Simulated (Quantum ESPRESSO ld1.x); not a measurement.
All-electron atom: Pb+ in [Xe] 4f14 5d9 6s2 6p1 7p1 (not the ground configuration). Calculated with ld1.x of Quantum ESPRESSO 7.5: scalar-relativistic Kohn-Sham, LDA (Slater exchange, Perdew-Wang correlation), spin-polarised, spherical densities, point nucleus; open shells are filled with parallel spins first.

Unscreened Slater integrals over Kohn-Sham orbitals (eV). They are taken over the spin-up orbitals. Empty in this configuration: 6d, 7s.

| integral | value |
|---|---|
| F0(7p,7p) | 3.7270 |
| F2(7p,7p) | 2.0709 |
| F0(7p,6d) | 4.1966 |
| F2(7p,6d) | 1.9337 |
| G1(7p,6d) | 1.5355 |
| G3(7p,6d) | 1.1172 |
| F0(7p,7s) | 4.0850 |
| G1(7p,7s) | 2.3089 |
| F0(7p,6p) | 4.6358 |
| F2(7p,6p) | 1.2583 |
| G0(7p,6p) | 0.25971 |
| G2(7p,6p) | 0.36183 |
| F0(6d,6d) | 5.2134 |
| F2(6d,6d) | 2.7573 |
| F4(6d,6d) | 1.8230 |
| F0(6d,7s) | 4.8926 |
| G2(6d,7s) | 2.2467 |
| F0(6d,6p) | 6.2871 |
| F2(6d,6p) | 2.6251 |
| G1(6d,6p) | 2.4816 |
| G3(6d,6p) | 1.5566 |
| F0(7s,7s) | 4.6744 |
| F0(7s,6p) | 5.6468 |
| G1(7s,6p) | 0.68700 |
| F0(6p,6p) | 9.1333 |
| F2(6p,6p) | 4.9769 |

Derived for the open shells (J is the average intra-shell exchange parameter used in DFT+U). 6p: J = F2/5 = 0.9954 eV. 7p: J = F2/5 = 0.4142 eV.
